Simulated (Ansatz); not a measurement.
Frontier orbitals of `CC(C)C(=O)C(C)(C)C`.

Total charge 0; spin multiplicity 1. Geometry: relaxed with PBE0-D4/def2-TZVP. It is a higher conformer; a search finds a lower one. Basis def2-TZVPP, the Gaussian-basis code of Ansatz.

```csv
functional,HOMO (eV),LUMO (eV)
r2SCANh,-6.25,-0.98
```

Task: Give HOMO and LUMO (eV) with LDA (SPW92), PBE, revPBE, BLYP, r2SCAN, B97M-V, PBE0, B3LYP, r2SCAN0, HSE06 (plane-wave form), BHLYP, CAM-B3LYP, LC-ωPBE, ωB97X-V, ωB97M-V, HF. (Estimate.)

Result: The calculation gave: 
```json
{"functional": "LDA (SPW92)", "HOMO": "-5.61", "LUMO": "-1.92"}
{"functional": "PBE", "HOMO": "-5.43", "LUMO": "-1.63"}
{"functional": "revPBE", "HOMO": "-5.35", "LUMO": "-1.51"}
{"functional": "BLYP", "HOMO": "-5.34", "LUMO": "-1.49"}
{"functional": "r2SCAN", "HOMO": "-5.68", "LUMO": "-1.40"}
{"functional": "B97M-V", "HOMO": "-5.87", "LUMO": "-1.32"}
{"functional": "PBE0", "HOMO": "-6.91", "LUMO": "-0.47"}
{"functional": "B3LYP", "HOMO": "-6.70", "LUMO": "-0.73"}
{"functional": "r2SCAN0", "HOMO": "-7.10", "LUMO": "-0.35"}
{"functional": "HSE06 (plane-wave form)", "HOMO": "-6.51", "LUMO": "-0.86"}
{"functional": "BHLYP", "HOMO": "-8.36", "LUMO": "0.78"}
{"functional": "CAM-B3LYP", "HOMO": "-8.36", "LUMO": "0.73"}
{"functional": "LC-ωPBE", "HOMO": "-9.62", "LUMO": "1.99"}
{"functional": "ωB97X-V", "HOMO": "-9.33", "LUMO": "1.86"}
{"functional": "ωB97M-V", "HOMO": "-9.28", "LUMO": "1.73"}
{"functional": "HF", "HOMO": "-10.54", "LUMO": "3.32"}
```

B3LYP here is the variant with VWN-RPA as its local correlation; programs differ in this. LC-ωPBE has ω = 0.4 bohr⁻¹. Positive LUMOs are unbound and depend on the basis.
